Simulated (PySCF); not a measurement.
F2H2Si. Atoms are numbered in the order given.

```xyz
5

Si     0.0000     0.0000     0.4485
F      1.2884     0.0000    -0.4869
F     -1.2884     0.0000    -0.4869
H      0.0000     1.2379     1.2425
H      0.0000    -1.2379     1.2425
```

The structure is a stationary point at TPSSh-D3(BJ)/def2-TZVP.

Level of theory: PBE0/pcSseg-2 (PySCF).

GIAO shieldings, no solvent; atoms alike by connectivity are averaged. δ = σ(ref) − σ: ²⁹Si against TMS (σ = 341.9 ppm); ¹⁹F against CFCl3 (σ = 165.8 ppm); ¹H against TMS (σ = 31.54 ppm), references at their B3LYP-D3(BJ)/def2-TZVP geometries, non-relativistic.

| nucleus | atoms | count | δ (ppm) |
|---|---|---|---|
| ²⁹Si | Si1 | 1 | -23.9 |
| ¹⁹F | F2, F3 | 2 | -164.8 |
| ¹H | H4, H5 | 2 | 5.23 |
